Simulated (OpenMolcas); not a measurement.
**GaGe at 2.483 Å: OpenMolcas input and output**

Input (each module block was a call of its own in one work directory; start orbitals came from a preliminary run):

```
&GATEWAY
Coord
2
angstrom
Ge 0.0 0.0 0.0
Ga 0.0 0.0 2.4830
Basis=ANO-RCC-VTZP
Group=XY
RX2C
AMFI
ANGMom
0.0 0.0 0.0
RICD
&SEWARD
&GUESSORB
* RASSCF and CASPT2 blocks for each multiplicity and irrep, as for the first:
&RASSCF
FileOrb=$CurrDir/o41.orb
Symmetry=1
Spin=4
nActEl=7 0 0
Inactive=16 12
RAS2=4 4
CIRoot=5 5 1
Linear
Iterations=120 100
OrbListing=Nothing
PRWF=0.15
>>COPY $Project.RasOrb $CurrDir/o41.orb
>>COPY $Project.rasscf.h5 $CurrDir/r41.h5
&CASPT2
XMultistate=all
Imaginary=0.2
IPEA=0.25
MaxIter=40
>>COPY $Project.JobMix JOB001
&RASSI
Nr of JobIphs=4 5 7 8 2
1 2 3 4 5
1 2 3 4 5 6 7
1 2 3 4 5 6 7 8
1 2
SpinOrbit
EJob
Omega
MEES
MESO
Properties=4
'AngMom' 3 'Mltpl  1' 1 'Mltpl  1' 2 'Mltpl  1' 3
Thrs=1.0d-4
>>COPY $Project.rassi.h5 $CurrDir/so.h5
```

```bash
pymolcas m.inp
```

C2 symmetry about the axis (a holds Σ, Δ, Γ; b holds Π, Φ, H; Σ⁺ and Σ⁻ are not told apart); roots by multiplicity and irrep: 4a 5, 2a 7, 2b 8, 4b 2.

RASSI part of the output, in excerpt:

```
SPIN-FREE ENERGIES:
  (Shifted by EMIN (a.u.) =      -4039.4164944854)
 SF State       Relative EMIN(au)   Rel lowest level(eV)    D:o, cm**(-1)      Abs_M
     1             0.0000000000        0.0000000000              0.0000         0.0
     6             0.0304780715        0.8293505764           6689.1635         0.0
    13             0.0310274387        0.8442996199           6809.7357         1.0
    14             0.0310275156        0.8443017113           6809.7525         1.0
     7             0.0329385726        0.8963042213           7229.1811         2.0
     8             0.0332136232        0.9037887301           7289.5477         2.0
    15             0.0448124685        1.2194093890           9835.2000         1.0
    16             0.0448125470        1.2194115256           9835.2172         1.0
     9             0.0470105809        1.2792230749          10317.6299         0.0
    21             0.0891814271        2.4267502580          19573.0608         1.0
    22             0.0891814271        2.4267502580          19573.0608         1.0
     2             0.0984574136        2.6791627099          21608.9046         2.0
     3             0.0984933006        2.6801392458          21616.7808         2.0
    10             0.1017958800        2.7700070093          22341.6132         0.0
     4             0.1018591665        2.7717291229          22355.5030         0.0
     5             0.1067252679        2.9041424877          23423.4888         0.0
    17             0.1084363447        2.9507032590          23799.0268         1.0
    18             0.1084363553        2.9507035471          23799.0291         1.0
    11             0.1279806192        3.4825300602          28088.4992         2.0
    12             0.1280154394        3.4834775683          28096.1414         2.0
    19             0.1326229257        3.6088536574          29107.3677         3.0
    20             0.1326229290        3.6088537450          29107.3684         3.0
++ Dipole transition strengths (spin-free states):
     for osc. strength at least  1.00000000E-05
      From   To        Osc. strength     Einstein coefficients Ax, Ay, Az (sec-1)    Total A (sec-1)
         1   21       1.31509460E-03  1.75306611E+03  3.34306849E+05  0.00000000E+00  3.36059915E+05
         1   22       1.31509617E-03  3.34307211E+05  1.75310484E+03  0.00000000E+00  3.36060316E+05
         1    5       2.04820212E-02  0.00000000E+00  0.00000000E+00  7.49580367E+06  7.49580367E+06
         6   15       2.08720353E-03  1.34870904E+04  2.92443797E+02  0.00000000E+00  1.37795342E+04
         6   16       2.08707014E-03  2.91132847E+02  1.34876717E+04  0.00000000E+00  1.37788045E+04
         6   10       5.86371950E-04  0.00000000E+00  0.00000000E+00  9.58252693E+04  9.58252693E+04
         6   17       1.59693400E-05  3.11818170E+03  1.49725901E-01  0.00000000E+00  3.11833143E+03
         6   18       1.59859150E-05  4.14970467E-02  3.12152738E+03  0.00000000E+00  3.12156888E+03
        13   15       4.29732550E-04  0.00000000E+00  0.00000000E+00  2.62376267E+03  2.62376267E+03
        13    9       8.63017561E-04  4.46204300E+01  7.03899281E+03  0.00000000E+00  7.08361324E+03
        13   10       2.16513573E-04  3.46105948E+04  2.29174487E+02  0.00000000E+00  3.48397693E+04
        13   17       6.01871429E-04  0.00000000E+00  0.00000000E+00  1.15876794E+05  1.15876794E+05
        13   11       1.27053121E-03  3.71684401E+05  1.20408155E+04  0.00000000E+00  3.83725217E+05
        13   12       1.28497918E-03  1.17730336E+04  3.76594563E+05  0.00000000E+00  3.88367596E+05
        14   16       4.29736095E-04  0.00000000E+00  0.00000000E+00  2.62378495E+03  2.62378495E+03
        14    9       8.63060316E-04  7.03922011E+03  4.46759325E+01  0.00000000E+00  7.08389605E+03
        14   10       2.16461673E-04  2.27298264E+02  3.46040439E+04  0.00000000E+00  3.48313422E+04
        14   18       6.01875473E-04  0.00000000E+00  0.00000000E+00  1.15877374E+05  1.15877374E+05
        14   11       1.26889260E-03  1.14433978E+04  3.71786319E+05  0.00000000E+00  3.83229717E+05
        14   12       1.29069303E-03  3.78235844E+05  1.18580681E+04  0.00000000E+00  3.90093912E+05
         7   15       5.96455551E-04  2.17134372E+03  5.30594678E+02  0.00000000E+00  2.70193839E+03
         7   16       5.96071157E-04  5.30903769E+02  2.16932903E+03  0.00000000E+00  2.70023280E+03
         7   17       4.82595355E-04  7.94004335E+04  8.98125465E+03  0.00000000E+00  8.83816881E+04
         7   18       4.82568346E-04  8.98555153E+03  7.93912151E+04  0.00000000E+00  8.83767666E+04
         7   11       7.29129313E-04  0.00000000E+00  0.00000000E+00  2.11615269E+05  2.11615269E+05
         7   12       2.98062665E-04  0.00000000E+00  0.00000000E+00  8.65701532E+04  8.65701532E+04
         7   19       4.28509782E-04  1.35208291E+05  1.60415709E+03  0.00000000E+00  1.36812448E+05
         7   20       4.28514440E-04  1.60286346E+03  1.35211080E+05  0.00000000E+00  1.36813944E+05
         8   15       5.82611145E-04  4.91586732E+02  2.02678121E+03  0.00000000E+00  2.51836794E+03
         8   16       5.83104057E-04  2.02725380E+03  4.93278898E+02  0.00000000E+00  2.52053270E+03
         8   17       4.93798983E-04  7.84836620E+03  8.19274076E+04  0.00000000E+00  8.97757738E+04
         8   18       4.93862587E-04  8.19336656E+04  7.85369708E+03  0.00000000E+00  8.97873627E+04
         8   11       2.96790582E-04  0.00000000E+00  0.00000000E+00  8.56397175E+04  8.56397175E+04
         8   12       7.22726886E-04  0.00000000E+00  0.00000000E+00  2.08698059E+05  2.08698059E+05
         8   19       4.02707766E-04  3.39162639E+02  1.27526797E+05  0.00000000E+00  1.27865959E+05
         8   20       4.02701076E-04  1.27524199E+05  3.39644285E+02  0.00000000E+00  1.27863843E+05
        15   10       3.58986691E-04  3.66596993E+04  7.93258620E+02  0.00000000E+00  3.74529579E+04
        15   17       2.47674289E-04  0.00000000E+00  0.00000000E+00  3.22130656E+04  3.22130656E+04
        15   11       1.20102561E-03  2.63648462E+05  3.26915595E+03  0.00000000E+00  2.66917618E+05
        15   12       1.22512783E-03  3.20296845E+03  2.69299196E+05  0.00000000E+00  2.72502164E+05
        16   10       3.58881153E-04  7.90352678E+02  3.66514914E+04  0.00000000E+00  3.74418441E+04
        16   18       2.47662961E-04  0.00000000E+00  0.00000000E+00  3.22115235E+04  3.22115235E+04
        16   11       1.20085552E-03  3.05270364E+03  2.63826609E+05  0.00000000E+00  2.66879312E+05
        16   12       1.22957794E-03  2.70247181E+05  3.24429448E+03  0.00000000E+00  2.73491475E+05
         9   17       2.40335355E-04  2.14802443E-03  2.91359810E+04  0.00000000E+00  2.91359831E+04
         9   18       2.40294622E-04  2.91310530E+04  2.05154784E-03  0.00000000E+00  2.91310550E+04
        21    2       1.91314303E-04  5.63290589E+01  4.72576999E+02  0.00000000E+00  5.28906058E+02
        21    3       1.92058337E-04  4.78092743E+02  5.69866013E+01  0.00000000E+00  5.35079344E+02
        21    4       2.40304351E-04  1.23430674E+03  6.64862590E+00  0.00000000E+00  1.24095537E+03
        21    5       1.81918610E-04  9.85821784E+00  1.78916749E+03  0.00000000E+00  1.79902571E+03
        22    2       1.91316646E-04  4.72579383E+02  5.63331509E+01  0.00000000E+00  5.28912534E+02
        22    3       1.92052949E-04  5.69883856E+01  4.78075949E+02  0.00000000E+00  5.35064335E+02
        22    4       2.40310020E-04  6.64532121E+00  1.23433932E+03  0.00000000E+00  1.24098464E+03
        22    5       1.81915896E-04  1.78914326E+03  9.85561263E+00  0.00000000E+00  1.79899887E+03
        10   17       2.46296008E-04  3.48951466E+02  1.39052710E-04  0.00000000E+00  3.48951605E+02
        10   18       2.46293695E-04  1.58182869E-04  3.48949282E+02  0.00000000E+00  3.48949440E+02
        17   11       9.36506607E-05  1.07904588E+03  7.03267052E+01  0.00000000E+00  1.14937259E+03
        17   12       7.44771959E-05  6.09091581E+01  8.56407786E+02  0.00000000E+00  9.17316944E+02
        18   11       9.40046686E-05  7.44231737E+01  1.07929289E+03  0.00000000E+00  1.15371607E+03
        18   12       7.38995403E-05  8.49414463E+02  6.07866577E+01  0.00000000E+00  9.10201120E+02
        11   19       2.35951442E-04  1.03600496E+02  5.97803549E+01  0.00000000E+00  1.63380851E+02
        11   20       2.35970359E-04  5.97855889E+01  1.03608587E+02  0.00000000E+00  1.63394176E+02
        12   19       2.36712821E-04  5.89740998E+01  1.02484346E+02  0.00000000E+00  1.61458446E+02
        12   20       2.36715718E-04  1.02481624E+02  5.89790234E+01  0.00000000E+00  1.61460648E+02
 Electric-quadrupole - electric-quadrupole not included
 Electric-dipole - electric-octupole not included
 Electric-dipole - magnetic-quadrupole not included
   Eigenvalues of complex Hamiltonian:
  (Shifted by EMIN (a.u.) =      -4039.4164944854)
 SO State       Relative EMIN(au)   Rel lowest level(eV)    D:o, cm**(-1)      Omega
     1            -0.0001994763        0.0000000000              0.0000         0.5
     2            -0.0001994763        0.0000000000              0.0000         0.5
     3            -0.0000788432        0.0032825947             26.4759         1.5
     4            -0.0000788432        0.0032825947             26.4759         1.5
     5             0.0299631432        0.8207666898           6619.9298         0.5
     6             0.0299631432        0.8207666898           6619.9298         0.5
     7             0.0307735834        0.8428198918           6797.8009         0.5
     8             0.0307735834        0.8428198918           6797.8009         0.5
     9             0.0309924638        0.8487759298           6845.8396         1.5
    10             0.0309924638        0.8487759298           6845.8396         1.5
    11             0.0327789231        0.8973879624           7237.9220         1.8
    12             0.0327789231        0.8973879624           7237.9220         1.8
    13             0.0331009577        0.9061509708           7308.6005         2.3
    14             0.0331009577        0.9061509708           7308.6005         2.3
    15             0.0448751851        1.2265440209           9892.7447         0.5
    16             0.0448751851        1.2265440209           9892.7447         0.5
    17             0.0451758052        1.2347243099           9958.7232         1.5
    18             0.0451758052        1.2347243099           9958.7232         1.5
    19             0.0474199471        1.2957905214          10451.2554         0.5
    20             0.0474199471        1.2957905214          10451.2554         0.5
    21             0.0879416480        2.3984421778          19344.7408         0.5
    22             0.0879416480        2.3984421778          19344.7408         0.5
    23             0.0884857016        2.4132466294          19464.1467         0.5
    24             0.0884857016        2.4132466294          19464.1467         0.5
    25             0.0893074520        2.4356075986          19644.5001         1.5
    26             0.0893074520        2.4356075986          19644.5001         1.5
    27             0.0903637590        2.4643511740          19876.3327         2.5
    28             0.0903637590        2.4643511740          19876.3327         2.5
    29             0.0955011068        2.6041455311          21003.8502         0.5
    30             0.0955011068        2.6041455311          21003.8502         0.5
    31             0.0974929464        2.6583462479          21441.0085         1.5
    32             0.0974929464        2.6583462479          21441.0085         1.5
    33             0.0993185953        2.7080246840          21841.6921         0.5
    34             0.0993185953        2.7080246840          21841.6921         0.5
    35             0.0995013664        2.7129981385          21881.8057         2.5
    36             0.0995013664        2.7129981385          21881.8057         2.5
    37             0.1015413717        2.7685095110          22329.5351         3.5
    38             0.1015413717        2.7685095110          22329.5351         3.5
    39             0.1018355899        2.7765155963          22394.1085         1.5
    40             0.1018355899        2.7765155963          22394.1085         1.5
    41             0.1041528406        2.8395712009          22902.6863         0.5
    42             0.1041528406        2.8395712009          22902.6863         0.5
    43             0.1067202049        2.9094327410          23466.1576         1.5
    44             0.1067202049        2.9094327410          23466.1576         1.5
    45             0.1067487039        2.9102082394          23472.4124         0.5
    46             0.1067487039        2.9102082394          23472.4124         0.5
    47             0.1087485099        2.9646257335          23911.3191         1.5
    48             0.1087485099        2.9646257335          23911.3191         1.5
    49             0.1089534731        2.9702030667          23956.3033         0.5
    50             0.1089534731        2.9702030667          23956.3033         0.5
    51             0.1262613474        3.4411743184          27754.9427         1.5
    52             0.1262613474        3.4411743184          27754.9427         1.5
    53             0.1297904396        3.5372058103          28529.4889         2.5
    54             0.1297904396        3.5372058103          28529.4889         2.5
    55             0.1313383488        3.5793265640          28869.2157         2.5
    56             0.1313383488        3.5793265640          28869.2157         2.5
    57             0.1342222227        3.6578007722          29502.1528         3.5
    58             0.1342222227        3.6578007722          29502.1528         3.5
 Weights of the five most important spin-orbit-free states for each spin-orbit state.
...
```

Only roots inside an energy window near the equilibrium distance were included, so the list of states is not complete; labels number the states computed. Each spin and symmetry block has orbitals of its own, averaged over its own roots, so gaps between blocks are less sure than gaps within one and near the minimum can be off by tenths of an eV, in bad cases by more. No Rydberg orbitals are active, so Rydberg states, and σ→σ* states whose orbital the CASSCF left unused, can be missing between those listed. CASPT2 splits the two components of degenerate states numerically, here by up to 60 cm⁻¹.
